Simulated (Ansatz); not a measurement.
Two isomers of C3H4F4: A = `FCC(F)(F)CF`, B = `FCCC(F)(F)F`.

Program: Ansatz. Geometries: PBE0-D4/def2-TZVP. ΔE: electronic, gas phase. CBS: MP2 limit from def2 TZ/QZ plus the TZ coupled-cluster correction, frozen cores. DFT in def2-TZVPP. B3LYP here is the variant with VWN-RPA as its local correlation; programs differ in this. Each species was taken in one conformer, which may not be the lowest.

Which isomer does CCSD(T)/CBS put lower? Give the gap. (Estimate.)

Ansatz gave: B, by 58.7 kJ/mol.

Give E(B) − E(A) in kJ/mol with B3LYP, ωB97M-V, CCSD(T)/def2-TZVPP, BLYP-D4, PBE0-D4, LDA (SPW92), CCSD/def2-TZVPP. (An estimate is asked.)

Computed: B3LYP -56.2, ωB97M-V -60.3, CCSD(T)/def2-TZVPP -60.4, BLYP-D4 -52.2, PBE0-D4 -62.5, LDA (SPW92) -65.9, CCSD/def2-TZVPP -60.1. None reverses the order clearly.

Does the order hold for the free energy at 298.15 K (harmonic terms from PBE0-D4)? (Estimate.)

Ansatz gave: Yes: G(B) − G(A) = -60.7 kJ/mol, for one conformer each.

Largest T1 diagnostic: 0.011.

From BLYP to BHLYP (50 % exact exchange), in def2-TZVPP and without D4, E(B) − E(A) moves by −5.1 kJ/mol. At CCSD(T), def2-SVP lies −7.5 kJ/mol from the extrapolated value and def2-TZVPP −1.7 kJ/mol.
